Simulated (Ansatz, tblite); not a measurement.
Removing and adding an electron: Mo(NH)2(OH)2 (MoN2O2H4). Total charge 0; singlet. Geometry: B3LYP-D4/def2-SVP. Ansatz, gas phase; energy differences of separate SCF runs; the oxidised species was run as a doublet alone; the reduced species was run as a doublet alone.

| atom | x (Å) | y (Å) | z (Å) |
| --- | --- | --- | --- |
| Mo1 | -0.0227 | 0.0237 | 0.1100 |
| N2 | 1.5479 | 0.1685 | -0.6125 |
| H3 | 2.2403 | 0.1102 | -1.3571 |
| N4 | -1.2052 | -0.5223 | -1.0359 |
| H5 | -1.5544 | -0.8195 | -1.9453 |
| O6 | -0.5863 | 1.7278 | 0.7345 |
| H7 | 0.0671 | 2.4195 | 0.9044 |
| O8 | 0.1184 | -1.2443 | 1.5185 |
| H9 | -0.6052 | -1.8636 | 1.6835 |

In the def2 sets Mo takes a core potential; there is no spin–orbit coupling. The xTB rows come from tblite.

```csv
level,−HOMO (eV),vertical IE (eV),−LUMO (eV),vertical EA (eV),HOMO–LUMO gap (eV),IE − EA (eV),remarks
GFN1-xTB,11.05,14.30,7.02,3.95,4.03,10.35,–
GFN2-xTB,10.10,13.70,6.87,3.65,3.23,10.05,–
PBE-D4/def2-TZVP,6.34,9.35,2.08,–,4.26,–,–
PBE-D4/def2-TZVPD,6.41,–,2.20,-0.32,4.22,–,"HOMO above zero (-1 doublet), restricted SCF unstable in HF (singlet)"
r2SCAN-D4/def2-TZVP,6.64,9.44,2.03,–,4.60,–,restricted SCF unstable in HF (singlet)
r2SCAN-D4/def2-TZVPD,6.68,–,2.11,-0.45,4.57,–,"HOMO above zero (-1 doublet), restricted SCF unstable in HF (singlet)"
PBE0-D4/def2-TZVP,7.71,9.63,1.33,–,6.38,–,"restricted SCF unstable in HF (singlet), spin-contaminated (⟨S²⟩ 0.83) (+1 doublet)"
PBE0-D4/def2-TZVPD,7.76,–,1.44,-0.31,6.32,–,"HOMO above zero (-1 doublet), restricted SCF unstable in HF (singlet)"
```

   A HOMO above zero means that the electron is unbound at that level or that self-interaction error raises the level; the energy of removing that electron tells which. Raw xTB energy differences between charge states are shifted by several eV; the methods need an empirical correction for them. A negative affinity means that the extra electron isn't bound; its size then hangs on the basis.
